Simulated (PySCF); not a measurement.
Job file and geometry (Å, from PBE0-D3(BJ)/def2-SVP) of an NMR shielding run on `CC(=S)[SiH2]F`, C2H5FSSi, PySCF, GIAO PBE0/pcSseg-1 NMR shielding, non-relativistic, gas phase; density fitting, a coarse starting grid and PySCF grid level 2 are the driver's defaults:

```
$ OMP_NUM_THREADS=1 python probes_run.py task.json out

{"job": {"kind": "nmr", "xc": "PBE0", "basis": "pcSseg-1"}, "charge": 0, "multiplicity": 1}
C     -1.408739     0.231865    -0.420966
C     -0.348686    -0.245042     0.505349
S     -0.607894    -0.921269     1.963573
Si     1.493088    -0.106203     0.123544
F      1.701027     0.510039    -1.373235
H     -1.301439    -0.258485    -1.403860
H     -1.274884     1.311048    -0.614799
H     -2.415457     0.050333    -0.018851
H      2.110074    -1.456677     0.149093
H      2.124742     0.826149     1.094168
```

Problem. Write the output of this run.

Solution. 
```
coarse grid: 9608 points
cycle   1  E = -866.1856783712  dE =  3.356e-01  |g| = 5.703e-01  |ddm| = 2.952e+00
cycle   2  E = -866.0940936262  dE =  9.158e-02  |g| = 9.358e-01  |ddm| = 1.157e+00
cycle   3  E = -866.2435164745  dE = -1.494e-01  |g| = 1.126e-01  |ddm| = 7.691e-01
cycle   4  E = -866.2459737142  dE = -2.457e-03  |g| = 5.829e-02  |ddm| = 1.589e-01
cycle   5  E = -866.2468683408  dE = -8.946e-04  |g| = 1.619e-02  |ddm| = 7.872e-02
cycle   6  E = -866.2469328153  dE = -6.447e-05  |g| = 1.884e-03  |ddm| = 1.843e-02
cycle   7  E = -866.2469335519  dE = -7.366e-07  |g| = 5.217e-04  |ddm| = 2.905e-03
final grid: 84552 points
cycle   8  E = -866.2839577088  dE = -6.625e-06  |g| = 8.660e-03  |ddm| = 1.783e-02
cycle   9  E = -866.2838905447  dE =  6.716e-05  |g| = 1.757e-02  |ddm| = 2.623e-02
cycle  10  E = -866.2839769484  dE = -8.640e-05  |g| = 1.648e-03  |ddm| = 1.967e-02
cycle  11  E = -866.2839776500  dE = -7.016e-07  |g| = 1.812e-04  |ddm| = 1.525e-03
cycle  12  E = -866.2839776570  dE = -6.998e-09  |g| = 6.742e-05  |ddm| = 2.749e-04
cycle  13  E = -866.2839776577  dE = -7.501e-10  |g| = 3.010e-05  |ddm| = 7.260e-05
converged SCF energy = -866.2839776577

GIAO shielding tensors (ppm)
atom      isotropic    diamagn.    paramagn.     s11        s22        s33       span
  0 C      133.367     247.664    -114.297     91.968    134.734    173.400     81.432
  1 C     -143.466     263.628    -407.095   -347.809   -241.570    158.980    506.789
  2 S     -777.010    1057.010   -1834.020  -2512.500   -575.993    757.462   3269.963
  3 Si     395.793     877.582    -481.788    335.616    390.737    461.027    125.411
  4 F      365.627     470.754    -105.127    310.888    381.058    404.936     94.048
  5 H       27.338      28.979      -1.640     24.273     27.933     29.808      5.535
  6 H       27.461      28.946      -1.485     24.472     27.790     30.121      5.649
  7 H       27.876      28.998      -1.122     25.277     26.915     31.437      6.160
  8 H       26.543      27.952      -1.409     22.934     26.258     30.438      7.504
  9 H       26.550      27.970      -1.419     23.081     26.080     30.489      7.408
```

Problem. Turn these shieldings into chemical shifts. δ = σ(ref) − σ, references computed at the same level: ¹³C (σ = 184.41 ppm) and ²⁹Si (σ = 351.99 ppm) and ¹H (σ = 31.27 ppm) against TMS; ³³S (σ = 495.66 ppm) vs CS2; ¹⁹F (σ = 177.25 ppm) against CFCl3.

Solution. Averaging equivalent atoms: C 1: 327.9; C 0: 51.0; S 2: 1273; Si 3: -43.8; F 4: -188.4; H 8/9: 4.72; H 5/6/7: 3.71 ppm. Unscaled 19F shifts against computed CFCl3 carry errors that often reach 10 to 50 ppm.

Size and cost of the density-fitted run: 124 basis functions, 21 s wall time on 1 thread of an Arm Neoverse N1, shared host; peak memory 0.62 GiB.
